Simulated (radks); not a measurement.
Values are calculated unless marked as measured or tabulated.
Species: neutral hafnium. Configuration: [Xe] 4f14 5d2 6s2. Level of theory: scalar-relativistic Kohn-Sham, r2SCAN, spin-polarised, spherical densities, finite nucleus; open shells are filled with parallel spins first (spin-orbit coupling, left out, can overturn this in heavy ions); meta-GGA in the generalised Kohn-Sham scheme; Fermi nuclear charge, rms radius 5.347 fm (a radial shooting solver on a logarithmic mesh with Libxc functionals).

Local quantities along the radius. ELF = 1/(1 + alpha^2) is the electron localisation function; alpha = (tau - tau_W)/tau_unif compares the Pauli kinetic energy density with that of the uniform gas (summed over spins); s = |grad rho|/(2 (3 pi^2)^(1/3) rho^(4/3)) is the reduced gradient; r v_xc is r times the local exchange-correlation potential of spin up (hartree bohr, multiplicative part alone); -r V(r) is the screened charge that the Kohn-Sham potential of spin up presents (atomic units). tau is taken from the large components.

r (bohr)	ELF	alpha	s	r v_xc	-r V(r)
0.002045	0.999	0.02872	0.6510	-0.2083	71.16
0.002794	0.999	0.03396	0.6031	-0.2549	70.83
0.003817	0.998	0.04299	0.5791	-0.3123	70.39
0.005215	0.996	0.05939	0.5774	-0.3801	69.79
0.007068	0.992	0.09059	0.5975	-0.4549	69.02
0.009656	0.975	0.1601	0.6408	-0.5398	67.98
0.01319	0.902	0.3291	0.6991	-0.6287	66.65
0.01788	0.657	0.7233	0.7243	-0.6258	64.89
0.02442	0.361	1.330	0.5937	-0.5949	62.60
0.03337	0.392	1.244	0.3421	-0.7126	59.88
0.04522	0.653	0.7293	0.2888	-0.9635	56.71
0.06178	0.735	0.6007	0.4053	-1.082	52.68
0.0844	0.484	1.033	0.4845	-1.031	47.86
0.1153	0.370	1.304	0.2691	-1.044	42.42
0.1563	0.673	0.6970	0.2544	-1.459	36.94
0.2135	0.644	0.7439	0.4884	-1.424	30.71
0.2916	0.254	1.713	0.3774	-1.125	24.23
0.3953	0.600	0.8169	0.1741	-1.625	18.59
0.54	0.685	0.6774	0.4115	-1.685	13.07
0.7377	0.405	1.211	0.5854	-1.363	8.687
0.9998	0.408	1.203	0.5119	-1.337	5.857
1.366	0.568	0.8713	0.6822	-1.297	3.850
1.866	0.333	1.416	1.004	-1.026	2.412
2.549	0.212	1.927	0.9123	-0.9567	1.646
3.455	0.493	1.014	1.008	-0.8760	1.145
4.72	0.529	0.9443	1.811	-0.6301	0.6951
6.448	0.187	2.087	4.087	-0.06226	0.07045
8.739	0.009	10.57	11.53	-0.1998	0.2003
11.94	0.000	136.8	45.70	-0.05019	0.05020

On this mesh the ELF has minima near r = 0.028, 0.098, 0.29, 0.86, 2.5 bohr, which separate the shells, and maxima near 0.062 (0.73), 0.18 (0.73), 0.46 (0.71), 1.4 (0.57), 4.1 (0.56).

Self-consistent cycle (total energy in hartree, residual of the potential): 1: -15070.33841, 6e+00; 2: -15076.15527, 3e+00; 3: -15077.40264, 1e+00; 4: -15077.67313, 7e-01; 5: -15077.76402, 2e-01; 6: -15077.77304, 1e-01; 7: -15077.77497, 2e-02; 8: -15077.77506, 5e-03; 9: -15077.77508, 2e-03; 10: -15077.77507, 1e-04; 11: -15077.77507, 8e-06; 12: -15077.77507, 2e-06.
